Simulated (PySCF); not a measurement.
H2Se2, SMILES [SeH][SeH]. Atoms are numbered in the order given.

```xyz
4

Se    -1.1617    -0.0343     0.0295
H     -1.3584     0.9968    -1.0036
Se     1.1617     0.0343     0.0295
H      1.3584    -0.9968    -1.0036
```

The structure is a stationary point at PBE0-D3(BJ)/def2-TZVP.

All values below come from PySCF with CAM-B3LYP/def2-TZVPD.

Gas-phase values at a fixed geometry.

Question: Estimate the frontier levels, gap, dipole moment and polarisability. (An estimate is asked for; the answer gives what the named calculation found.)

Answer: 
The highest occupied level is -8.51 eV and the lowest empty level comes out as -0.82 eV. The orbital gap is 7.69 eV and the dipole moment is 0.172 e·Å. The quadrupole, principal values (traceless, Buckingham form, about the centre of nuclear charge) is -2.35, -0.97, 3.32 D·Å. The mean static polarisability is 59.0 bohr³ (8.74 Å³) and the polarisability, principal values comes out as 50.2, 50.3, 76.4 bohr³.
